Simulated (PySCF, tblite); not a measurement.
Compound: C7H9FN (doublet state).
Numbering: `[CH3:1][C:2]1=[C:3]([F:4])[CH:5]=[C:6]([NH2:7])[CH2:8][CH:9]1` (hydrogens: H10, H11, H12 on C1; H13 on C5; H14, H15 on N7; H16, H17 on C8; H18 on C9)

Jobs on this species (18 atoms, 67 electrons) with PySCF (density fitting) and tblite. Hardware of each: Arm Neoverse V2, one thread (shared host). Other jobs ran on the host; a repeat could differ by tens of per cent or more.

```csv
level and settings,work,basis functions,SCF cycles,wall time
GFN2-xTB,L-BFGS relaxation,–,–,0.64 s
"UKS B3LYP, pcH-1 on C F H N, non-relativistic, mean-field spin-orbit, GIAO","unrestricted SCF, g, hyperfine, density and orbital grids written",315,?,?
GFN2-xTB,Hessian by finite differences,–,–,0.5 s
```

Problem. Fill in the missing figures.

Solution. 
- UKS B3LYP, pcH-1 on C F H N, non-relativistic, mean-field spin-orbit, GIAO; unrestricted SCF, g, hyperfine, density and orbital grids written: 85 s, 15 SCF cycles

Problem. What do all jobs in the table cost together?

Solution. About 86 s; the longest takes about 99 % of that, and about 170 times as long as the shortest.
